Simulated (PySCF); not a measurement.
TiOCl, SMILES [O]=[Ti][Cl] (connectivity only; charge and spin as stated), neutral, multiplicity 2. Atoms are numbered in the order given.

```xyz
3

Ti     0.3494    -0.5856     0.0000
O     -0.6082    -1.8764     0.0000
Cl    -0.1659     1.6408     0.0000
```
Charge 0, spin multiplicity 2.

The structure is a stationary point at PBE0-D3(BJ)/def2-TZVP. The spin state was assumed, not searched.

Level of theory: TDA-B3LYP/def2-SVPD (PySCF 2.14.0).

Vertical excitations. Gas-phase values at a fixed geometry.

| state | energy (eV) | λ (nm) | f | main pairs |
|---|---|---|---|---|
| root 1 | 0.40 | 3121 | 0.000 | α HOMO→LUMO+1 96 % |
| root 2 | 0.84 | 1472 | 0.000 | α HOMO→LUMO 96 % |
| root 3 | 1.99 | 623 | 0.003 | α HOMO→LUMO+2 92 % |
| root 4 | 2.59 | 478 | 0.002 | α HOMO→LUMO+3 93 % |
| root 5 | 3.82 | 325 | 0.003 | α HOMO−1→LUMO 82 %, β HOMO→LUMO 6 % |
| root 6 | 4.15 | 299 | 0.001 | α HOMO→LUMO+4 72 % |
| root 7 | 4.17 | 297 | 0.005 | α HOMO−2→LUMO 84 % |
| root 8 | 4.22 | 294 | 0.008 | α HOMO−1→LUMO 10 %, α HOMO→LUMO+4 7 %, β HOMO→LUMO 69 % |
| root 9 | 4.30 | 288 | 0.001 | α HOMO−3→LUMO 55 %, α HOMO−5→LUMO 20 %, β HOMO→LUMO 12 % |
| root 10 | 4.47 | 277 | 0.002 | α HOMO−4→LUMO 40 %, α HOMO−1→LUMO+1 27 %, α HOMO−2→LUMO 10 %, β HOMO−1→LUMO 10 % |
Unrestricted roots are not spin-pure.
